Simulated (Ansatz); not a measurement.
Reaction (substitution at a C–In bond): `[CH3][In]([CH3])[SH]` + `NC(O)(O)F` → `CNC(O)(O)F` + `[CH3][InH][SH]`

Gas-phase electronic energies from Ansatz, PBE0-D4/def2-TZVP geometries. CCSD(T)/CBS adds triple-zeta CCSD(T) − MP2 to the extrapolated MP2 energy (def2 sets, frozen cores). Functionals use def2-TZVPP. Elements past krypton have def2 core potentials. For In outer-core shells are correlated without core-valence functions, which leaves a few kJ/mol of doubt a bond. Each species was taken in one conformer, which may not be the lowest.

`[CH3][In]([CH3])[SH]`:

Z-matrix (Å, degrees):
```
C
In 1 2.145
H 1 1.090 2 109.9
H 1 1.090 2 111.2 3 121.4
H 1 1.092 2 109.3 3 -118.9
C 2 2.147 1 131.7 3 -150.9
S 2 2.410 1 113.1 3 30.1
H 6 1.090 2 111.2 1 24.8
H 6 1.092 2 109.2 1 -95.0
H 6 1.090 2 110.0 1 146.1
H 7 1.343 2 94.5 1 179.5
```

`NC(O)(O)F`:

Z-matrix (Å, degrees):
```
C
O 1 1.369
O 1 1.372 2 108.4
N 1 1.416 2 113.1 3 -124.6
F 1 1.384 2 108.5 3 117.9
H 2 0.964 1 108.0 3 -45.8
H 3 0.963 1 107.1 2 -175.2
H 4 1.012 1 109.5 2 53.6
H 4 1.012 1 110.1 2 -66.4
```

`CNC(O)(O)F`:

Z-matrix (Å, degrees):
```
C
N 1 1.451
H 1 1.090 2 109.4
H 1 1.096 2 113.6 3 -120.8
H 1 1.090 2 108.7 3 117.7
C 2 1.407 1 115.9 3 55.7
H 2 1.010 1 112.8 3 -177.1
O 6 1.373 2 107.0 1 168.2
O 6 1.381 2 112.4 1 -66.6
F 6 1.385 2 113.1 1 49.3
H 8 0.963 6 107.0 2 -179.8
H 9 0.963 6 106.0 2 -49.9
```

`[CH3][InH][SH]`:

Cartesian coordinates in Å:
```
C 1.198 -0.201 0.397
In -0.455 0.764 -0.565
S -2.580 -0.339 -0.408
H 1.452 0.339 1.312
H 0.942 -1.228 0.655
H 2.073 -0.198 -0.254
H -0.522 2.235 -1.445
H -2.108 -1.373 0.308
```

```
             level  ΔE (kJ/mol)  difference from CCSD(T)/CBS
       LDA (SPW92)         46.0                        -15.8
           PBE0-D4         55.1                         -6.7
          BHLYP-D4         52.9                         -8.9
      CAM-B3LYP-D4         50.8                        -11.0
           ωB97X-V         51.0                        -10.8
           ωB97M-V         54.7                         -7.1
            B2PLYP         59.2                         -2.6
            r2SCAN         56.7                         -5.1
              PBE0         56.0                         -5.8
           r2SCAN0         55.7                         -6.1
      MP2/def2-SVP         45.9                        -15.9
     HF/def2-TZVPP         47.9                        -13.9
SCS-MP2/def2-TZVPP         61.3                         -0.5
     HF/def2-QZVPP         48.0                        -13.8
SCS-MP2/def2-QZVPP         62.7                          0.9
      HF/CBS(def2)         48.0                        -13.8
       CCSD(T)/CBS         61.8                            0
```

Largest T1 diagnostic among the species: 0.013.

At CCSD(T), def2-SVP lies −22.1 kJ/mol from the extrapolated value and def2-TZVPP −2.5 kJ/mol. In def2-TZVPP, CCSD(T) changes the Hartree–Fock value by +11.4 kJ/mol (the triples alone add +1.3 kJ/mol) and MP2 by +18.8 kJ/mol.

CCSD(T)/CBS has its own doubt, a few kJ/mol and more with outer-core shells, so smaller differences from it don't rank the levels.
